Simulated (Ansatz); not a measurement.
Reaction (redistribution): `[SH][SnH3]` + `C[O][Ge]([CH3])([NH2])[F]` → `C[O][SnH2][SH]` + `[CH3][GeH]([NH2])[F]`

Gas-phase electronic energies from Ansatz, PBE0-D4/def2-TZVP geometries. CBS: MP2 limit from def2 TZ/QZ plus the TZ coupled-cluster correction, frozen cores. Functionals use def2-TZVPP. B3LYP here is the variant with VWN-RPA as its local correlation; programs differ in this. def2 core potentials past Kr. For Ge, Sn outer-core shells are correlated without core-valence functions, which leaves a few kJ/mol of doubt a bond. Scalar relativity is left out up to krypton. One conformer a species, not always the lowest.

Problem. Is it downhill or uphill in electronic energy at CCSD(T)/CBS, and by how much? (An estimate is asked.)

Solution. Ansatz gave: Uphill: ΔE = +0.27 eV.

Problem. What do these levels give: PBE0-D4, PBE, PBE0, B3LYP, MP2/def2-QZVPP, CCSD/CBS(def2)? (Best estimate.)

Solution. Computed: PBE0-D4 0.34, PBE 0.25, PBE0 0.32, B3LYP 0.28, MP2/def2-QZVPP 0.28, CCSD/CBS(def2) 0.29 eV.

Largest T1 diagnostic among the species: 0.013.

From PBE to PBE0 (25 % exact exchange), in def2-TZVPP and without D4, ΔE moves by +0.07 eV. In def2-TZVPP, CCSD(T) changes the Hartree–Fock value by −0.04 eV (the triples alone add −0.02 eV) and MP2 by −0.06 eV.
